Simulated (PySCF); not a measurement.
# Electron affinity of Pt by level of theory

Pt- [Xe] 4f14 5d9 6s2 (2D) → Pt [Xe] 4f14 5d9 6s1 (3D), as a difference of total energies. Calculation: PySCF 2.14, in aug-cc-pwCVDZ-PP with ECP60MDF; a scalar-relativistic core potential. Correlated levels: valence and next inner shell: nothing frozen outside the core potential. The calculations carry no spin-orbit coupling.

```
                                method  electron affinity (eV)  difference from reference (eV)
                                   UHF                   0.440                          -1.685
    MP2 (valence and next inner shell)                   1.982                          -0.143
SCS-MP2 (valence and next inner shell)                   1.953                          -0.172
   CCSD (valence and next inner shell)                   1.852                          -0.273
CCSD(T) (valence and next inner shell)                   2.031                          -0.094
```

Reference: 2.125 eV (measured; photodetachment measurements, as compiled on the Wikipedia data page of electron affinities).

The reference lies between the lowest fine-structure levels, while these numbers refer to the centres of the terms.

Errors of the correlated levels include the incompleteness of this basis.

The coupled-cluster amplitudes are large for Pt- (T1 above 0.03 or a double amplitude above 0.15), so a single reference is strained.
